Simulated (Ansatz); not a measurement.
Species: C₃H₅F, SMILES `C=CCF` (C–C–C–F torsion 0°) (charge 0, multiplicity 1), formula C₃H₅F.

### Question
How many basis functions does frozen-core CCSD(T)/cc-pVTZ // PBE0-D4/def2-TZVP (Ansatz, a program for electronic structure) use, how many core orbitals are frozen, and how many electrons are correlated?

### Answer
190 basis functions and 4 frozen orbitals, which leaves 24 correlated electrons. Core time is of the order of minutes.
